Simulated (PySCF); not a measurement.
Species: C₄H₇NSSi.
SMILES: `[SiH3]Cc1cnsc1`

The closed-shell SCF was solved with PySCF and density fitting under several settings on one GFN2-xTB geometry (grid level 2 and gas phase unless stated).

```csv
settings,basis functions,SCF cycles,E (Eh),HOMO (eV),LUMO (eV),dipole (D)
PBE0/pcSseg-1,168,14,-898.4840,-7.15,-0.88,2.70
PBE0/def2-SVPD,207,14,-898.1884,-7.13,-0.96,2.71
X3LYP/pcSseg-1,168,15,-898.8476,-6.94,-0.93,2.65
```

Problem. Estimate the row for these settings: BLYP/def2-SVP, fitting basis def2-universal-jkfit, energy threshold 1e-08 Eh.

Solution. 
```csv
settings,basis functions,SCF cycles,E (Eh),HOMO (eV),LUMO (eV),dipole (D)
"BLYP/def2-SVP, fitting basis def2-universal-jkfit, energy threshold 1e-08 Eh",141,11,-898.5698,-5.76,-1.35,2.33
```

Problem. Over all rows, what range does the HOMO–LUMO gap span?

Solution. From 4.41 eV (BLYP/def2-SVP, fitting basis def2-universal-jkfit, energy threshold 1e-08 Eh) to 6.27 eV (PBE0/pcSseg-1). The functional of the narrowest has no exact exchange, that of the widest 25 % exact exchange.

Problem. Compare two rows with the functional PBE0: PBE0/pcSseg-1 and PBE0/def2-SVPD. Which energy is lower, and by how much?

Solution. PBE0/pcSseg-1 (168 functions) lies 0.2956 Eh or 185 kcal/mol below PBE0/def2-SVPD (207 functions). The smaller set gives the lower energy; the two sets aren't nested, so the variational bound doesn't order them by size.

Whole jobs, the steps after the SCF included, on one thread of an Arm Neoverse V1, on a shared host:

```json
{"settings": "PBE0/pcSseg-1", "work after the SCF": "shieldings, ring-centre shieldings, charges and field gradients, density and orbital grids written", "wall time": "28 s", "peak memory": "0.75 GiB"}
{"settings": "PBE0/def2-SVPD", "work after the SCF": "6 singlets by full TDDFT, 2 Tamm–Dancoff triplets, polarisability, density and orbital grids written", "wall time": "37 s", "peak memory": "0.83 GiB"}
{"settings": "X3LYP/pcSseg-1", "work after the SCF": "shieldings, ring-centre shieldings, charges and field gradients", "wall time": "21 s", "peak memory": "0.78 GiB"}
{"settings": "BLYP/def2-SVP, fitting basis def2-universal-jkfit, energy threshold 1e-08 Eh", "work after the SCF": "25 singlets by full TDDFT, 5 Tamm–Dancoff triplets, polarisability", "wall time": "28 s", "peak memory": "0.50 GiB"}
```

Cycle counts include a coarse-grid stage where the run had one.

Shape of the structure used: `[SiH3:1][CH2:2][c:3]1[cH:4][n:5][s:6][cH:7]1`: Si1–C2–C3–C4 84°.

One conformer stands for the species.
